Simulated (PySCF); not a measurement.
Choosing a molecule for a target property.

Each SMILES stands for a single optimised conformer of the isolated species, non-relativistic unless stated; the electronic structure was computed with PySCF and density fitting.

Dipoles, sizes and rotational constants follow the conformer. The torsions of the flexible species, by atom-mapped SMILES:
- `[CH3:1][CH2:2][CH2:3][C:4]1=[CH:5][C:6]([F:7])([F:8])[CH2:9]1`: C1–C2–C3–C4 -65°, C2–C3–C4–C5 116°
- `[CH3:1][CH:2]([CH3:3])[O:4][Si:5]1([CH3:6])[NH:7][SiH2:8][NH:9]1`: C1–C2–O4–Si5 70°, C2–O4–Si5–C6 36°
- `[CH2:1]=[C:2]([F:3])[CH2:4][SiH2:5][SiH2:6][SiH2:7][Cl:8]`: C1–C2–C4–Si5 -110°, C2–C4–Si5–Si6 -59°, C4–Si5–Si6–Si7 -35°, Si5–Si6–Si7–Cl8 -126°
- `[CH3:1]/[C:2]([CH2:3][NH2:4])=[C:5](/[SiH3:6])[CH2:7][F:8]`: C1–C2–C3–N4 150°, C2–C5–C7–F8 -152°, H–N4–C3–C2 168°, H–N4–C3–C2 -71°

Task: Wanted: HOMO energy below -7.2 eV (PBE0/pcSseg-1) and smallest rotational constant above 0.7 GHz (GFN2-xTB), at GFN2-xTB geometries. Which candidate meets both?
A. `C(/C)(CN)=C(/CF)[SiH3]`
B. `C=C(F)C[SiH2][SiH2][SiH2]Cl`
C. `CCCC1=CC(F)(F)C1`
D. `CC(C)O[Si]1(C)N[SiH2]N1`

Result: C. Computed values:
```
                    species  HOMO energy  smallest rotational constant
           CCCC1=CC(F)(F)C1     -7.77 eV                     0.810 GHz
C=C(F)C[SiH2][SiH2][SiH2]Cl     -7.42 eV                     0.412 GHz
     C(/C)(CN)=C(/CF)[SiH3]     -6.92 eV                     0.899 GHz
    CC(C)O[Si]1(C)N[SiH2]N1     -6.67 eV                     0.653 GHz
```

Task: Wanted: dipole moment between 2 D and 3 D (PBE0/pcSseg-1) and HOMO–LUMO gap below 6.7 eV (PBE0/pcSseg-1), at GFN2-xTB geometries. Which candidate meets both?
A. `C=C(F)C[SiH2][SiH2][SiH2]Cl`
B. `CCCC1=CC(F)(F)C1`
C. `C(/C)(CN)=C(/CF)[SiH3]`
D. `CC(C)O[Si]1(C)N[SiH2]N1`

Result: A. Computed values:
```csv
species,dipole moment,HOMO–LUMO gap
CC(C)O[Si]1(C)N[SiH2]N1,1.60 D,7.18 eV
C=C(F)C[SiH2][SiH2][SiH2]Cl,2.89 D,6.65 eV
CCCC1=CC(F)(F)C1,3.29 D,7.52 eV
C(/C)(CN)=C(/CF)[SiH3],4.82 D,6.78 eV
```
